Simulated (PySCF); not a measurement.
## Cu2H4, singlet: computed properties

Method: PBE0/[Cu def2-TZVP, H def2-TZVP], no relativity, density fitting, PySCF.

The structure is a higher-order saddle point with 3 imaginary modes.

```xyz
6
charge 0 multiplicity 1, angstrom
Cu    0.5074    0.0000   -0.9259
Cu   -0.5074    0.0000    0.9259
H     0.8600    0.9806    0.4713
H     0.8600   -0.9806    0.4713
H    -0.8600    0.9806   -0.4713
H    -0.8600   -0.9806   -0.4713
```

| Quantity | Value |
| --- | --- |
| Point group | D4h |
| Bond lengths | Cu–H 1.743 Å (×8) |
| Bond angles | Cu–H–Cu 74.6° (×4), H–Cu–H 68.5° (×8), H–Cu–H 105.4° (×4) |
| Dipole moment | 0.00 D |
| Principal quadrupole moments (Buckingham, traceless) about the centre of mass | -6.79, -6.79, 13.58 D Å |
| Principal polarisabilities | 52.4, 56.9, 56.9 bohr³ |
| Atomisation energy without zero-point energy | 840 kJ/mol |
| Lowest empty level | -2.56 eV |
| Zero-point energy (real modes) | 46.4 kJ/mol |
| Highest occupied level | -6.37 eV |
| Rotational constants | 2.174, 0.1169, 0.1169 cm⁻¹ |

Harmonic modes (masses in u: Cu 62.930, H 1.008):
| symmetry | ω (cm⁻¹) | IR (km/mol, summed over degenerate members) |
| --- | --- | --- |
| a2u | 198i | – |
| eu | 87i | – |
| a1g | 353 | 0.0 |
| eg | 390 | 0.0 |
| b2u | 483 | 0.0 |
| b2g | 778 | 0.0 |
| eu | 1193 | 778 |
| a1g | 1456 | 0.0 |
| b1g | 1516 | 0.0 |

In D4h the vibrations span a2u + 2eu + 2a1g + eg + b2u + b2g + b1g. The a1g, b1g, b2g, b2u, eg modes carry no infrared intensity, as symmetry demands. With a centre of inversion only u modes can be infrared active and only g modes Raman active.

Charges (e):
| atom | Mulliken | Löwdin | polar tensor | Mayer order to Cu1 |
| --- | --- | --- | --- | --- |
| Cu1 | 0.17 | -0.01 | 0.36 | – |
| Cu2 | 0.17 | -0.01 | 0.36 | 0.50 |
| H3,4,5,6 | -0.09 | 0.00 | -0.18 | 0.39 |
Other Mayer orders above 0.3: Cu–H 0.39 (×4).

Mulliken populations on Cu1: s 6.45, p 12.59, d 9.79, f 0.00.

Outer orbital energies (eV). occupied: -9.19, -8.87, -8.58, -8.50, -8.50, -8.25, -6.37, -6.37; empty: -2.56, -1.18, -0.84, 2.02.

Stability towards spin polarisation was not tested. Only a few start shapes were tried, so a lower isomer may exist. At this level a triplet minimum of C2h symmetry lies 80 kJ/mol below this structure.

The final relaxation and frequency run took 48 s on 4 threads of a shared Arm Neoverse N1 host, with 114 basis functions and 9 gradients; the process peaked at 1.7 GiB. Launch command: `OMP_NUM_THREADS=4 python axn.py task.json out`.
